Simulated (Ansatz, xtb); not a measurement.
# CH11ClSi4: 8 structures ranked

8 gas-phase structures of CH11ClSi4, from a drawn sample of its isomers (lower ones may exist). Each was relaxed with GFN2-xTB; where two conformers were screened, the lower at r2SCAN-D4/def2-SVP//GFN2-xTB is listed:

A. `[SiH3][SiH2]C[SiH2][SiH2]Cl`, a singlet
B. `C[SiH2][Si@@H]([SiH3])[SiH2]Cl`, a singlet
C. `[SiH3]C[Si@@H](Cl)[SiH2][SiH3]`, a singlet
D. `C[Si@H]([SiH3])[SiH2][SiH2]Cl`, a singlet
E. `C[Si]([SiH3])([SiH3])[SiH2]Cl`, a singlet
F. `[SiH3]C[Si@@H]([SiH3])[SiH2]Cl`, a singlet
G. `[SiH3]C[Si]([SiH3])([SiH3])Cl`, a singlet
H. `C[SiH2][Si]([SiH3])([SiH3])Cl`, a singlet

Problem. Estimate their order in r2SCAN-D4/def2-SVP//GFN2-xTB energy at these geometries, lowest first.

Solution. Calculated order at r2SCAN-D4/def2-SVP//GFN2-xTB: B (0.000), C (0.101), E (0.101), D (0.105), H (0.108), G (0.146), F (0.227), A (0.326) eV. Less than 1 kcal/mol parts C and E; E and D; D and H; H and G, so the order within those pairs means little.

Energies above the lowest of each column, in eV; the last columns are at r2SCAN-D4/def2-SVP geometries and were run for some of them only (a dash: not run or not comparable):

```json
{"structure": "B", "GFN2-xTB": "0.218", "HF/STO-3G": "0.000", "r2SCAN-D4/def2-SVP//GFN2-xTB": "0.000", "r2SCAN-D4/def2-SVP": "0.000", "CCSD(T)/def2-SVP + ΔMP2/def2-TZVPP": "0.000"}
{"structure": "C", "GFN2-xTB": "0.002", "HF/STO-3G": "0.120", "r2SCAN-D4/def2-SVP//GFN2-xTB": "0.101", "r2SCAN-D4/def2-SVP": "0.123", "CCSD(T)/def2-SVP + ΔMP2/def2-TZVPP": "0.015"}
{"structure": "E", "GFN2-xTB": "0.232", "HF/STO-3G": "0.093", "r2SCAN-D4/def2-SVP//GFN2-xTB": "0.101", "r2SCAN-D4/def2-SVP": "0.080", "CCSD(T)/def2-SVP + ΔMP2/def2-TZVPP": "0.066"}
{"structure": "D", "GFN2-xTB": "0.231", "HF/STO-3G": "0.018", "r2SCAN-D4/def2-SVP//GFN2-xTB": "0.105", "r2SCAN-D4/def2-SVP": "0.098", "CCSD(T)/def2-SVP + ΔMP2/def2-TZVPP": "0.088"}
{"structure": "H", "GFN2-xTB": "0.220", "HF/STO-3G": "0.009", "r2SCAN-D4/def2-SVP//GFN2-xTB": "0.108", "r2SCAN-D4/def2-SVP": "0.128", "CCSD(T)/def2-SVP + ΔMP2/def2-TZVPP": "–"}
{"structure": "G", "GFN2-xTB": "0.005", "HF/STO-3G": "0.175", "r2SCAN-D4/def2-SVP//GFN2-xTB": "0.146", "r2SCAN-D4/def2-SVP": "–", "CCSD(T)/def2-SVP + ΔMP2/def2-TZVPP": "–"}
{"structure": "F", "GFN2-xTB": "0.000", "HF/STO-3G": "0.263", "r2SCAN-D4/def2-SVP//GFN2-xTB": "0.227", "r2SCAN-D4/def2-SVP": "–", "CCSD(T)/def2-SVP + ΔMP2/def2-TZVPP": "–"}
{"structure": "A", "GFN2-xTB": "0.009", "HF/STO-3G": "0.287", "r2SCAN-D4/def2-SVP//GFN2-xTB": "0.326", "r2SCAN-D4/def2-SVP": "–", "CCSD(T)/def2-SVP + ΔMP2/def2-TZVPP": "–"}
```

CCSD(T)/def2-SVP + ΔMP2/def2-TZVPP puts B lowest of those it was run on, with C within 1 kcal/mol; GFN2-xTB picks F. Some further structures that were screened fall inside this span and aren't listed. Flexible structures stand in one conformer each, not always the lowest. Frequencies (GFN2-xTB) were run for B, C, D, E alone. ΔMP2 is the change of the MP2 energy from the smaller to the larger basis.

Over these structures GFN2-xTB departs from r2SCAN-D4/def2-SVP//GFN2-xTB by 0.172 eV on average once a common shift is removed. A GFN2-xTB relaxation took about 0.16 s and the r2SCAN-D4/def2-SVP//GFN2-xTB energy about 1.6 s on a shared host (Ansatz 0.2.0, xtb 6.7.1).
